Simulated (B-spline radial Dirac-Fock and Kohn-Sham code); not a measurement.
## Dipole and non-dipole photoemission parameters of Ho 4f7/2

System: neutral holmium, configuration 1s2 2s2 2p6 3s2 3p6 3d10 4s2 4p6 4d10 4f11 5s2 5p6 6s2; threshold 8.95 eV (orbital energy of the model). Method: Dirac-Hartree-Slater photoionisation with a Latter tail; cross sections with all multipoles, angular parameters from the dipole term and its interference with E2. Computed with a B-spline atomic structure program.

For linearly polarised light dσ/dΩ = σ/(4π) [1 + β P₂(cos θ) + (δ + γ cos²θ) sin θ cos φ], with θ from the polarisation vector and φ the angle between the beam and the projection of the electron momentum on the plane normal to the polarisation.

```csv
hν (eV),σ (kb),β,γ,δ
60,3420,0.511,0.006,0.010
68.8,3740,0.445,0.006,0.012
70.5,3790,0.436,0.006,0.012
72.8,3850,0.424,0.006,0.012
80,3990,0.394,0.006,0.013
92.3,4100,0.364,0.006,0.014
100,4100,0.355,0.006,0.015
188,3080,0.444,0.010,0.022
366,1190,0.725,0.028,0.033
542,493,0.893,0.063,0.045
600,379,0.930,0.078,0.049
673,278,0.967,0.100,0.053
806,167,1.013,0.144,0.062
878,129,1.031,0.170,0.066
1210,47.1,1.064,0.294,0.086
1253.6,41.9,1.064,0.310,0.089
1290,38.1,1.064,0.324,0.091
1486.9,23.6,1.059,0.394,0.102
1610,18.0,1.052,0.436,0.109
1850,11.0,1.034,0.514,0.122
2620,3.07,0.960,0.718,0.164
2760,2.52,0.947,0.749,0.171
2984.4,1.87,0.926,0.796,0.184
4000,0.592,0.840,0.969,0.238
4680,0.314,0.792,1.062,0.273
7330,0.0474,0.658,1.316,0.404
11500,?,?,?,?
11800,0.00573,0.524,1.527,0.596
11900,0.00551,0.522,1.530,0.600
12100,0.00511,0.518,1.536,0.608
```

Question: Give the values at 11500 eV.

Answer: σ = 0.00644 kb, β = 0.531, γ = 1.518, δ = 0.584.
